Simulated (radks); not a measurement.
Q: Coherent X-ray form factor from a spherical all-electron density. Method: scalar-relativistic Kohn-Sham, LDA (Slater exchange, Perdew-Wang correlation), spin-unpolarised, spherical densities, finite nucleus; Fermi nuclear charge, rms radius of each element as measured or else 0.836 A^(1/3) + 0.57 fm; computed with a radial shooting solver on a logarithmic mesh with Libxc functionals.

sin(theta)/lambda (1/angstrom)  f0 (electrons)
0.05                                    29.564
0.1                                     28.386
0.15                                    26.761
0.2                                     24.964
0.25                                    23.159
0.3                                     21.416
0.4                                     18.187
0.5                                     15.359
0.6                                     12.990
0.8                                      9.640
1                                        7.731
1.25                                     6.439
1.5                                      5.615
2                                        4.243

The species is in the configuration that NIST lists as its ground one. Which atom or ion scatters so?

A: The gallium ion Ga+, [Ar] 3d10 4s2. Extrapolating in s^2 from the first two rows gives f0(0) = 30.0, near the electron count 30; among species with that count, the fall with angle is slower the higher Z, and the table is that of Z = 31; from so few rows the species is fixed only to a neighbour or two.
